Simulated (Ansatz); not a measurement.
Born–Oppenheimer molecular dynamics of CH8FSi2 (12 atoms, charge 0, multiplicity 2). It starts at the highest image of a converged band, a first-order saddle point between two minima.

Method: UKS PBE0-D4/def2-SVP (Ansatz 0.2.0).

```json
{
  "ensemble": "NVE (velocity Verlet)",
  "time step": "0.5 fs",
  "steps asked": "200",
  "starting velocities drawn for": "300 K",
  "seed": "2975"
}
```

First frame:

```xyz
12
Properties=species:S:1:pos:R:3
H 0.822 0.798 0.485
Si 1.024 -0.800 0.432
Si -0.885 -1.597 -0.663
C 0.049 2.213 0.290
F -1.142 1.789 -0.144
H 1.131 -1.347 1.822
H 2.275 -1.137 -0.319
H -1.003 -0.934 -1.998
H -0.829 -3.078 -0.875
H -2.098 -1.280 0.150
H 0.636 2.731 -0.479
H 0.021 2.643 1.299
```

Q: How far do the bonds stretch over the last three quarters of this one trajectory? (Pairs bonded in most of those frames.)

A: 
```json
{"bond": "H1–Si2", "mean (Å)": "1.499", "spread (Å)": "0.029", "shortest": "1.45", "longest": "1.54"}
{"bond": "Si2–Si3", "mean (Å)": "2.353", "spread (Å)": "0.010", "shortest": "2.34", "longest": "2.37"}
{"bond": "Si2–H6", "mean (Å)": "1.500", "spread (Å)": "0.012", "shortest": "1.48", "longest": "1.52"}
{"bond": "Si2–H7", "mean (Å)": "1.500", "spread (Å)": "0.031", "shortest": "1.45", "longest": "1.55"}
{"bond": "Si3–H8", "mean (Å)": "1.498", "spread (Å)": "0.032", "shortest": "1.45", "longest": "1.55"}
{"bond": "Si3–H9", "mean (Å)": "1.497", "spread (Å)": "0.013", "shortest": "1.48", "longest": "1.52"}
{"bond": "Si3–H10", "mean (Å)": "1.497", "spread (Å)": "0.038", "shortest": "1.44", "longest": "1.55"}
{"bond": "C4–F5", "mean (Å)": "1.330", "spread (Å)": "0.004", "shortest": "1.32", "longest": "1.34"}
{"bond": "C4–H11", "mean (Å)": "1.094", "spread (Å)": "0.021", "shortest": "1.06", "longest": "1.13"}
{"bond": "C4–H12", "mean (Å)": "1.094", "spread (Å)": "0.021", "shortest": "1.06", "longest": "1.13"}
```

Mean temperature of the second half: 304 K. The conserved energy stayed within 0.13 meV per atom of its start (net change 0.044 meV per atom), so the integration is sound. A run of 0.1 ps of so small a system gives no equilibrium averages.

Time of the run: 11 min on 4 threads of Arm Neoverse N1 (shared host), peak memory 0.3 GiB.
